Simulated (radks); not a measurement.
Isoelectronic series with 11 electrons, all held in the configuration [Ne] 3s1, which need not be the ground one along the series. Method: non-relativistic Kohn-Sham, PBE, spin-polarised, spherical densities, point nucleus; open shells are filled with parallel spins first; computed with a radial shooting solver on a logarithmic mesh with Libxc functionals. Total energies (hartree) and orbital eigenvalues (Ry) (* marks an orbital that is empty in some or all of the ions):

Mg+: E (hartree) -199.67537; 3p up* -0.55176; 3s up -0.87458; 2p down -4.08149
Al2+: E (hartree) -241.32347; 3p up* -1.31360; 3s up -1.79627; 2p down -6.62092
Si3+: E (hartree) -287.10295; 3p up* -2.32535; 3s up -2.96323; 2p down -9.68606
P4+: E (hartree) -337.00712; 3p up* -3.57558; 3s up -4.36594; 2p down -13.26643
S5+: E (hartree) -391.03214; 3p up* -5.05862; 3s up -5.99973; 2p down -17.35690
Cl6+: E (hartree) -449.17555; 3p up* -6.77124; 3s up -7.86194; 2p down -21.95453
Ar7+: E (hartree) -511.43572; 3p up* -8.71146; 3s up -9.95090; 2p down -27.05749
K8+: E (hartree) -577.81145; 3p up* -10.87795; 3s up -12.26553; 2p down -32.66454
